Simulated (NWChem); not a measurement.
System: C3Cl2F2; SMILES FC(F)=C=C(Cl)Cl

Excerpt of the output:

```
             Northwest Computational Chemistry Package (NWChem) 7.3.0
             --------------------------------------------------------

 C2V symmetry detected

                             Geometry "geometry" -> ""
                             -------------------------

 Output coordinates in angstroms (scale by  1.889725989 to convert to a.u.)

  No.       Tag          Charge          X              Y              Z
 ---- ---------------- ---------- -------------- -------------- --------------
    1 F                    9.0000     1.08595600     0.00000000     2.64484691
    2 C                    6.0000     0.00000000     0.00000000     1.88324391
    3 F                    9.0000    -1.08595600     0.00000000     2.64484691
    4 C                    6.0000     0.00000000     0.00000000     0.56740491
    5 C                    6.0000     0.00000000     0.00000000    -0.74669909
    6 Cl                  17.0000     0.00000000     1.45914600    -1.70091009
    7 Cl                  17.0000     0.00000000    -1.45914600    -1.70091009

 Effective nuclear repulsion energy (a.u.)     390.4583382477

      Symmetry information
      --------------------

 Group name             C2v
 Group number             16
 Group order               4
 No. of unique centers     5

  pbe96 is a nonlocal functional; adding pw91lda local functional.

                                 NWChem DFT Module
                                 -----------------

 Summary of "ao basis" -> "ao basis" (spherical)
 ------------------------------------------------------------------------------
       Tag                 Description            Shells   Functions and Types
 ---------------- ------------------------------  ------  ---------------------
 F                          def2-svp                 6       14   3s2p1d
 C                          def2-svp                 6       14   3s2p1d
 Cl                         def2-svp                 8       18   4s3p1d

      Symmetry analysis of basis
      --------------------------

        a1         44
        a2         12
        b1         24
        b2         26

            General Information
            -------------------
          SCF calculation type: DFT
          Wavefunction type:  closed shell.
          No. of atoms     :     7
          No. of electrons :    70
           Alpha electrons :    35
            Beta electrons :    35
          Charge           :     0
          Spin multiplicity:     1
          Use of symmetry is: on ; symmetry adaption is: on
          Maximum number of iterations: 150
          AO basis - number of functions:   106
                     number of shells:    46
          Convergence on energy requested:  1.00D-06
          Convergence on density requested:  1.00D-05
          Convergence on gradient requested:  5.00D-04

              XC Information
              --------------
          PerdewBurkeErnzerhof Exchange Functional  1.000
            Perdew 1991 LDA Correlation Functional  1.000 local
           PerdewBurkeErnz. Correlation Functional  1.000 non-local

             Grid Information
             ----------------
          Grid used for XC integration:  xcoarse
          Radial quadrature: Mura-Knowles
          Angular quadrature: Lebedev.
          Tag              B.-S. Rad. Rad. Pts. Rad. Cut. Ang. Pts.
          ---              ---------- --------- --------- ---------
          F                   0.50       21          11.0       194
          C                   0.70       21           9.0       194
          Cl                  1.00       42          10.0       194
          Grid pruning is: on
          Number of quadrature shells:   126
          Spatial weights used:  Erf1

      Superposition of Atomic Density Guess
      -------------------------------------

 Sum of atomic energies:       -1230.10649272

      Non-variational initial energy
      ------------------------------

 Total energy =   -1232.546601
 1-e energy   =   -2477.806062
 2-e energy   =     854.801123
 HOMO         =      -0.264922
 LUMO         =       0.023117

      Symmetry analysis of molecular orbitals - initial
      -------------------------------------------------

  Numbering of irreducible representations:

     1 a1          2 a2          3 b1          4 b2

  Orbital symmetries:

     1 b2          2 a1          3 a1          4 b1          5 a1
     6 a1          7 a1          8 a1          9 b2         10 a1
    11 b2         12 a1         13 b2         14 b1         15 a2
    16 a1         17 b1         18 a1         19 a1         20 b2
    21 a1         22 a1         23 b1         24 b2         25 a1
    26 a2         27 b1         28 a1         29 b2         30 b1
    31 a1         32 a2         33 b2         34 b1         35 b2
    36 b1         37 b2         38 a1         39 a1         40 b2
    41 a1         42 a1         43 b1         44 a1         45 a1

     ---------------------------------------------
      Total Density - Mulliken Population Analysis
     ---------------------------------------------

    Atom       Charge   Shell Charges
 -----------   ------   -------------------------------------------------------
    1 F    9     9.36   1.99  1.14  0.77  3.42  2.04  0.00
    2 C    6     4.99   1.99  0.83  0.22  1.37  0.46  0.12
    3 F    9     9.36   1.99  1.14  0.77  3.42  2.04  0.00
    4 C    6     6.43   1.99  0.98  0.29  2.20  0.95  0.02
    5 C    6     5.49   1.99  0.89  0.24  1.47  0.84  0.07
    6 Cl  17    17.19   2.00  1.99  1.22  0.71  5.94  2.11  3.18  0.02
    7 Cl  17    17.19   2.00  1.99  1.22  0.71  5.94  2.11  3.18  0.02

   convergence    iter        energy       DeltaE   RMS-Dens  Diis-err
 ---------------- ----- ----------------- --------- --------- ---------
 d= 0,ls=0.0,diis     1  -1232.8842202425 -1.62D+03  2.93D-02  1.93D+00
 d= 0,ls=0.0,diis     2  -1232.3247965734  5.59D-01  1.99D-02  7.18D+00
 d= 0,ls=0.0,diis     3  -1233.0929876911 -7.68D-01  4.82D-03  1.19D-01
 d= 0,ls=0.0,diis     4  -1233.0827388001  1.02D-02  3.66D-03  1.71D-01
 d= 0,ls=0.0,diis     5  -1233.1061664555 -2.34D-02  8.43D-04  8.48D-03
  Resetting Diis
 d= 0,ls=0.0,diis     6  -1233.1073841651 -1.22D-03  2.09D-04  5.22D-04
 d= 0,ls=0.0,diis     7  -1233.1074419185 -5.78D-05  2.01D-04  6.83D-05
 d= 0,ls=0.0,diis     8  -1233.1073884968  5.34D-05  1.49D-04  4.69D-04
 d= 0,ls=0.0,diis     9  -1233.1074506442 -6.21D-05  1.35D-05  1.25D-06
 d= 0,ls=0.0,diis    10  -1233.1074507592 -1.15D-07  4.65D-06  3.56D-07

         Total DFT energy =    -1233.107450759176
      One electron energy =    -2478.501018964668
           Coulomb energy =      947.819156071262
    Exchange-Corr. energy =      -92.883926113442
 Nuclear repulsion energy =      390.458338247673

 Numeric. integr. density =       69.999669770573

                  Occupations of the irreducible representations
                  ----------------------------------------------

                     irrep           alpha         beta
                     --------     --------     --------
                     a1               16.0         16.0
                     a2                3.0          3.0
                     b1                7.0          7.0
                     b2                9.0          9.0

                       DFT Final Molecular Orbital Analysis
                       ------------------------------------

 Vector   33  Occ=2.000000D+00  E=-2.874032D-01  Symmetry=b2
              MO Center=  4.2D-16,  4.5D-15, -1.4D+00, r^2= 3.9D+00
   Bfn.  Coefficient  Atom+Function         Bfn.  Coefficient  Atom+Function
  ----- ------------  ---------------      ----- ------------  ---------------
    82      0.360198  6 Cl py               100      0.360198  7 Cl py
    79      0.282256  6 Cl py                97      0.282256  7 Cl py
    83      0.257100  6 Cl pz               101     -0.257100  7 Cl pz
    80      0.194106  6 Cl pz                98     -0.194106  7 Cl pz
    76      0.160803  6 Cl py                94      0.160803  7 Cl py

 Vector   34  Occ=2.000000D+00  E=-2.478005D-01  Symmetry=b1
              MO Center= -9.2D-17,  3.0D-15, -4.3D-01, r^2= 3.5D+00
   Bfn.  Coefficient  Atom+Function         Bfn.  Coefficient  Atom+Function
  ----- ------------  ---------------      ----- ------------  ---------------
    46      0.404585  4 C  px                81     -0.328042  6 Cl px
    99     -0.328042  7 Cl px                60      0.271951  5 C  px
    49      0.257628  4 C  px                78     -0.231285  6 Cl px
    96     -0.231285  7 Cl px                63      0.133635  5 C  px
    75     -0.133189  6 Cl px                93     -0.133189  7 Cl px

 Vector   35  Occ=2.000000D+00  E=-2.452963D-01  Symmetry=b2
              MO Center=  5.3D-16,  9.9D-17,  7.3D-01, r^2= 3.7D+00
   Bfn.  Coefficient  Atom+Function         Bfn.  Coefficient  Atom+Function
  ----- ------------  ---------------      ----- ------------  ---------------
    47      0.408056  4 C  py                19      0.343533  2 C  py
    50      0.287638  4 C  py                 5      0.227623  1 F  py
    33      0.227623  3 F  py                83     -0.227145  6 Cl pz
   101      0.227145  7 Cl pz                80     -0.174461  6 Cl pz
    98      0.174461  7 Cl pz                 8     -0.167439  1 F  py

 Vector   36  Occ=0.000000D+00  E=-8.131256D-02  Symmetry=b1
              MO Center= -1.4D-15, -6.7D-15,  3.2D-04, r^2= 3.0D+00
   Bfn.  Coefficient  Atom+Function         Bfn.  Coefficient  Atom+Function
  ----- ------------  ---------------      ----- ------------  ---------------
    63      0.524719  5 C  px                60      0.494883  5 C  px
    49     -0.427038  4 C  px                46     -0.379132  4 C  px
    81     -0.240490  6 Cl px                99     -0.240490  7 Cl px
    18     -0.203447  2 C  px                 6      0.151636  1 F  pz
    21     -0.151034  2 C  px                34     -0.151636  3 F  pz

 Vector   37  Occ=0.000000D+00  E=-6.580096D-02  Symmetry=b2
              MO Center= -3.5D-16, -1.7D-14,  6.0D-01, r^2= 3.9D+00
   Bfn.  Coefficient  Atom+Function         Bfn.  Coefficient  Atom+Function
  ----- ------------  ---------------      ----- ------------  ---------------
    19      0.520872  2 C  py                64     -0.473563  5 C  py
    22      0.377011  2 C  py                47     -0.306726  4 C  py
    61     -0.303108  5 C  py                83      0.300238  6 Cl pz
   101     -0.300238  7 Cl pz                74      0.253705  6 Cl s
    92     -0.253705  7 Cl s                 82     -0.241318  6 Cl py

 Vector   38  Occ=0.000000D+00  E=-3.280197D-02  Symmetry=a1
              MO Center=  1.3D-15, -2.4D-14, -1.4D+00, r^2= 2.8D+00
   Bfn.  Coefficient  Atom+Function         Bfn.  Coefficient  Atom+Function
  ----- ------------  ---------------      ----- ------------  ---------------
    59      0.823274  5 C  s                 82      0.615414  6 Cl py
   100     -0.615414  7 Cl py                58      0.569976  5 C  s
    65     -0.517234  5 C  pz                74     -0.453716  6 Cl s
    92     -0.453716  7 Cl s                 17      0.359136  2 C  s
    45     -0.353362  4 C  s                 62     -0.351281  5 C  pz

     ---------------------------------------------
      Total Density - Mulliken Population Analysis
     ---------------------------------------------

    Atom       Charge   Shell Charges
 -----------   ------   -------------------------------------------------------
    1 F    9     9.11   1.99  1.15  0.76  3.33  1.87  0.01
    2 C    6     5.81   1.98  0.92  0.19  1.99  0.60  0.13
    3 F    9     9.11   1.99  1.15  0.76  3.33  1.87  0.01
    4 C    6     5.81   1.99  0.90  0.26  2.13  0.51  0.02
    5 C    6     6.15   1.99  0.96  0.22  2.00  0.91  0.07
    6 Cl  17    17.01   2.00  1.98  1.29  0.68  5.93  2.16  2.94  0.04
    7 Cl  17    17.01   2.00  1.98  1.29  0.68  5.93  2.16  2.94  0.04

     -------------------------------------------
      Total Density - Lowdin Population Analysis
     -------------------------------------------

    Atom       Charge   Shell Charges
 -----------   ------   -------------------------------------------------------
    1 F    9     9.00   1.98  1.02  0.73  3.20  2.06  0.01
    2 C    6     5.90   1.96  0.60  0.28  1.78  0.98  0.29
    3 F    9     9.00   1.98  1.02  0.73  3.20  2.06  0.01
    4 C    6     6.18   1.97  0.64  0.31  1.97  1.24  0.07
    5 C    6     6.23   1.96  0.66  0.35  1.82  1.29  0.15
    6 Cl  17    16.85   2.00  1.96  1.05  0.77  5.82  2.26  2.95  0.04
    7 Cl  17    16.85   2.00  1.96  1.05  0.77  5.82  2.26  2.95  0.04

     Multipole analysis of the density
     ---------------------------------

     L   x y z        total         alpha         beta         nuclear
     -   - - -        -----         -----         ----         -------
     0   0 0 0     -0.000000    -35.000000    -35.000000     70.000000

     1   1 0 0     -0.000000     -0.000000     -0.000000      0.000000
     1   0 1 0      0.000000      0.000000      0.000000      0.000000
     1   0 0 1     -0.024814     -0.012407     -0.012407      0.000000

     2   2 0 0    -38.073982    -56.939210    -56.939210     75.804438
     2   1 1 0      0.000000      0.000000      0.000000      0.000000
     2   1 0 1      0.000000      0.000000      0.000000      0.000000
     2   0 2 0    -36.347661   -147.427860   -147.427860    258.508059
     2   0 1 1      0.000000      0.000000      0.000000      0.000000
     2   0 0 2    -37.552689   -466.651732   -466.651732    895.750776

            General Information
            -------------------
          SCF calculation type: DFT
          Wavefunction type:  closed shell.
          No. of atoms     :     7
          No. of electrons :    70
           Alpha electrons :    35
            Beta electrons :    35
          Charge           :     0
          Spin multiplicity:     1
          Use of symmetry is: on ; symmetry adaption is: on
          Maximum number of iterations: 150
          AO basis - number of functions:   106
                     number of shells:    46
          Convergence on energy requested:  1.00D-06
          Convergence on density requested:  1.00D-05
          Convergence on gradient requested:  5.00D-04

              XC Information
              --------------
          PerdewBurkeErnzerhof Exchange Functional  1.000
            Perdew 1991 LDA Correlation Functional  1.000 local
           PerdewBurkeErnz. Correlation Functional  1.000 non-local

             Grid Information
             ----------------
          Grid used for XC integration:  xcoarse
          Radial quadrature: Mura-Knowles
          Angular quadrature: Lebedev.
          Tag              B.-S. Rad. Rad. Pts. Rad. Cut. Ang. Pts.
          ---              ---------- --------- --------- ---------
          F                   0.50       21          11.0       194
          C                   0.70       21           9.0       194
          Cl                  1.00       42          10.0       194
          Grid pruning is: on
          Number of quadrature shells:   126
          Spatial weights used:  Erf1

[...]

                         DFT ENERGY GRADIENTS

    atom               coordinates                        gradient
                 x          y          z           x          y          z
   1 F       2.052159   0.000000   4.998036    0.000182   0.000000   0.000215
   2 C       0.000000   0.000000   3.558815    0.000000   0.000000   0.001662
   3 F      -2.052159   0.000000   4.998036   -0.000182   0.000000   0.000215
   4 C       0.000000   0.000000   1.072240    0.000000   0.000000  -0.000181
   5 C       0.000000   0.000000  -1.411057    0.000000   0.000000  -0.000882
   6 Cl      0.000000   2.757386  -3.214254    0.000000   0.000930  -0.000515
   7 Cl      0.000000  -2.757386  -3.214254    0.000000  -0.000930  -0.000515
```

Level: PBE/def2-SVP. Coordinates come from a PBE-D3(BJ)/def2-SVP optimisation.

### Question
Write an input that gives this output.

### Answer
This is not unique; one that fits is the input that was run:
```
start job
memory heap 200 mb stack 900 mb global 1100 mb
geometry units angstroms noautoz
  F      1.085956     0.000000     2.636226
  C      0.000000     0.000000     1.874623
  F     -1.085956     0.000000     2.636226
  C      0.000000     0.000000     0.558784
  C      0.000000     0.000000    -0.755320
  Cl     0.000000     1.459146    -1.709531
  Cl     0.000000    -1.459146    -1.709531
end
basis spherical
  F library def2-svp
  C library def2-svp
  Cl library def2-svp
end
dft
  xc xpbe96 cpbe96
  grid xcoarse
  iterations 150
  mulliken
end
task dft gradient
```
